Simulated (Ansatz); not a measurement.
One change: `[NH2][Sn]([F])([F])[F]` becomes `C#[C][Sn]([F])([F])[F]`.

Ansatz, PBE0-D4/def2-TZVP geometries, multiplicity 1. Each molecule was computed in one conformer, which needn't be the lowest.

Elements past krypton have def2 core potentials.

```tsv
property	`[NH2][Sn]([F])([F])[F]`
HOMO energy (PBE0/def2-TZVPP) / eV	-9.13
HOMO–LUMO gap (ωB97M-V/def2-TZVPP) / eV	11.16
HOMO–LUMO gap (PBE0/def2-TZVPP) / eV	6.70
LUMO energy (ωB97M-V/def2-TZVPP) / eV	-0.37
LUMO energy (B3LYP/def2-TZVPP) / eV	-2.82
HOMO energy (ωB97M-V/def2-TZVPP) / eV	-11.53
```

What does the change do to each property? (Best estimate.)

The calculation gave: 
| property | `C#[C][Sn]([F])([F])[F]` | shift |
| --- | --- | --- |
| HOMO energy (PBE0/def2-TZVPP) / eV | -9.69 | -0.56 |
| HOMO–LUMO gap (ωB97M-V/def2-TZVPP) / eV | 12.00 | 0.84 |
| HOMO–LUMO gap (PBE0/def2-TZVPP) / eV | 7.54 | 0.84 |
| LUMO energy (ωB97M-V/def2-TZVPP) / eV | 0.02 | 0.39 |
| LUMO energy (B3LYP/def2-TZVPP) / eV | -2.54 | 0.28 |
| HOMO energy (ωB97M-V/def2-TZVPP) / eV | -11.98 | -0.45 |

With PBE0 the HOMO falls by 0.56 eV and the LUMO rises by 0.28 eV, so the gap widens by about 0.84 eV. PBE moves the HOMO by -0.82 eV and ωB97M-V by -0.45 eV.

B3LYP here is the variant with VWN-RPA as its local correlation; programs differ in this.
